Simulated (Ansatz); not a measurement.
```yaml
crystal:
  periodic: [false, false, false]
  atoms:
    - {symbol: C, position_ang: [0.201046, -0.857483, 1.684247]}
    - {symbol: N, position_ang: [0.655073, -0.442243, 0.173142]}
    - {symbol: C, position_ang: [2.008033, -0.342662, 0.015541]}
    - {symbol: B, position_ang: [-0.658848, 0.483608, -0.551460]}
    - {symbol: N, position_ang: [-0.173473, 0.903127, -1.928439]}
    - {symbol: N, position_ang: [-1.764197, 0.756546, -0.176807]}
    - {symbol: H, position_ang: [0.066187, -2.146282, 1.530768]}
    - {symbol: H, position_ang: [-0.957780, -0.610678, 1.534009]}
    - {symbol: H, position_ang: [0.667347, -0.384058, 2.379422]}
    - {symbol: H, position_ang: [1.926470, -0.100000, -0.615041]}
    - {symbol: H, position_ang: [2.447384, -0.169572, 0.915613]}
    - {symbol: H, position_ang: [1.714909, -1.769377, -0.170667]}
    - {symbol: H, position_ang: [0.652539, 0.127786, -2.410754]}
    - {symbol: H, position_ang: [-1.000267, 1.297572, -2.480215]}
    - {symbol: H, position_ang: [-2.342649, 1.381867, 0.762362]}
    - {symbol: H, position_ang: [-2.580929, 1.361849, -0.503222]}
basis:
  gaussian: {orbitals: 6-31G}
hamiltonian: {xc: {name: PBE0}}
relax: {f_tol: 0.001, max_steps: 3}
```

```sh
$ ansatz run in.yaml --threads 4 --pin off --events-out ev --progress --plain --max-ram 11315MiB
```

Shortened log:

```
Functional definition: PBE0
1179 factors; integrals over basis functions are off by at most 3.3e-4 eV
mean field evaluation 1: about -7340.4660 eV, gradient 8.0e1 eV
mean field evaluation 2: about -7290.9057 eV, gradient 1.3e2 eV
mean field evaluation 4: about -7355.5110 eV, gradient 1.3e1 eV
mean field evaluation 8: about -7356.2152 eV, gradient 2.3e-1 eV
mean field evaluation 16: about -7356.1978 eV, gradient 1.4e-4 eV
mean field -7356.19780970 eV, -270.3352832967 hartree, gradient 3.2e-5 eV, S^2 0.000000; 0 other end points of the search recorded, 0 dependent functions left out
reference -7356.19783095 eV, -270.3352840775 hartree; 24, 24 occupied and 50, 50 virtual orbitals, 1179 factors
relax step   1: F+E_penalty+E_count = -7356.19780970 eV  Δ(F+E_penalty+E_count) = +0.000e0 eV  max|allowed force component| = 5.156e1 eV/Å  Δτ_max = 0.0000 Å  (28 SCF iters, accepted)
1179 factors; integrals over basis functions are off by at most 2.1e-4 eV
mean field -7368.43150397 eV, -270.7848632688 hartree, gradient 5.9e-5 eV, S^2 0.000000; 0 other end points of the search recorded, 0 dependent functions left out
reference -7368.43152487 eV, -270.7848640368 hartree; 24, 24 occupied and 50, 50 virtual orbitals, 1179 factors
relax step   2: F+E_penalty+E_count = -7368.43150397 eV  Δ(F+E_penalty+E_count) = -1.223e1 eV  max|allowed force component| = 8.610e0 eV/Å  Δτ_max = 0.1948 Å  (29 SCF iters, accepted)
1179 factors; integrals over basis functions are off by at most 1.7e-4 eV
mean field -7374.01954279 eV, -270.9902199074 hartree, gradient 5.9e-5 eV, S^2 0.000000; 0 other end points of the search recorded, 0 dependent functions left out
reference -7374.01956391 eV, -270.9902206839 hartree; 24, 24 occupied and 50, 50 virtual orbitals, 1179 factors
relax step   3: F+E_penalty+E_count = -7374.01954279 eV  Δ(F+E_penalty+E_count) = -5.588e0 eV  max|allowed force component| = 4.012e0 eV/Å  Δτ_max = 0.1901 Å  (28 SCF iters, accepted)
Error: geometry relaxation did not converge after 3 steps: max|allowed force component| = 4.01e0 eV/Å (threshold 1.0e-3). Raise `relax.max_steps` over both its present limit and 3, loosen `relax.f_tol`, or start from a geometry closer to equilibrium. Where this run's directory can be resumed (`checkpoint.write`), a resume goes on for up to `relax.max_steps` more
```

(1) What is wrong with this run?

Results:

(1) The relaxation is allowed too few steps for its threshold. No converged result was reached.
